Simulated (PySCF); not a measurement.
From one molecule to another.

First species: 4-fluoroaniline, C6H6FN.
InChI=1S/C6H6FN/c7-5-1-3-6(8)4-2-5/h1-4H,8H2

Second species: C7H9FN2.
SMILES: `c1c(ccc(NNC)c1)F`

Levels: PBE0/pcSseg-1 for dipole moment, HOMO energy, LUMO energy and HOMO–LUMO gap; GFN2-xTB for rotational constant A and rotational constant C. Geometries: GFN2-xTB. Each structure is a single optimised conformer of the isolated species, non-relativistic unless stated; the electronic structure was computed with PySCF and density fitting.

The conformers computed, where there is a choice (atom-mapped SMILES and torsion angles):
- `[NH2:1][c:2]1[cH:3][cH:4][c:5]([F:6])[cH:7][cH:8]1`: H–N1–C2–C3 -21°, H–N1–C2–C3 -162°
- `[CH3:1][NH:2][NH:3][c:4]1[cH:5][cH:6][c:7]([F:8])[cH:9][cH:10]1`: C1–N2–N3–C4 91°, N2–N3–C4–C5 23°

Values for the first species:

| Item | Value |
| --- | --- |
| Dipole moment | 3.28 D |
| HOMO energy | -5.88 eV |
| LUMO energy | -0.33 eV |
| HOMO–LUMO gap | 5.55 eV |
| Rotational constant A | 5.639 GHz |
| Rotational constant C | 1.165 GHz |

Question: Estimate the same properties for the second species, and the change in each.

Answer: 
```
             property      first     second  second less first
        dipole moment     3.28 D     4.28 D            +1.00 D
          HOMO energy   -5.88 eV   -5.76 eV           +0.12 eV
          LUMO energy   -0.33 eV   -0.22 eV           +0.11 eV
        HOMO–LUMO gap    5.55 eV    5.54 eV           -0.01 eV
rotational constant A  5.639 GHz  3.750 GHz         -1.889 GHz
rotational constant C  1.165 GHz  0.625 GHz         -0.540 GHz
```

On the first: A dipole of 3.28 D is allowed in Cs, and pure rotational transitions are dipole-allowed. The dipole matches unit charges of opposite sign 0.68 Å apart (1 e·Å = 4.8032 D).

On the second: The dipole matches unit charges of opposite sign 0.89 Å apart (1 e·Å = 4.8032 D).
